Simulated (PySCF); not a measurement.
Compound: CH8PbSi.
Bonds: Si1–C2, C2–Pb3. Hydrogens: H4, H5, H6 on Si1; H7, H8 on C2; H9, H10, H11 on Pb3.

Theory: PBE0-D3(BJ)/def2-SVP geometry optimisation, gas phase, def2 core potentials past Kr (PySCF 2.14.0).

**Question.** How far are the bound atoms from Pb3?

**Answer.** 4 atoms: H10 1.762 Å, H9 1.763 Å, H11 1.764 Å, C2 2.246 Å. The nearest atom not counted as bound is H8, at 2.77 Å (others tie with it).

**Question.** List the angles at Pb3.

**Answer.** 
```tsv
angle	degrees	distance of the outer atoms (Å)
H9–Pb3–H11	110.0	2.89
H9–Pb3–H10	109.9	2.89
H10–Pb3–H11	109.8	2.89
C2–Pb3–H9	109.2	3.28
C2–Pb3–H10	109.1	3.28
C2–Pb3–H11	108.8	3.27
```

**Question.** What is the shape at Pb3?

**Answer.** Tetrahedral: angles from 108.8° to 110.0°; τ4 = (360° − α − β)/141° = 0.99 with α and β the two widest (0 for a square, 1 for a tetrahedron).

**Question.** What are the other bond lengths?

**Answer.** Si1–C2 1.873 Å; Si1–H4, Si1–H5, Si1–H6 1.497 Å; C2–H7, C2–H8 1.101 Å.

**Question.** Give some angles away from the centre.

**Answer.** Si1–C2–Pb3 113.5°.

**Question.** What are the rotational constants (commonest isotopes, rigid rotor)?

**Answer.** A = 15145, B = 1349, C = 1295 MHz: a near-prolate asymmetric top.

Point group: near Cs, missed by 0.12 Å at most; the miss may be what the optimiser left on a soft mode. Charge 0, singlet. Not checked by PBE0-D3(BJ)/def2-SVP frequencies.
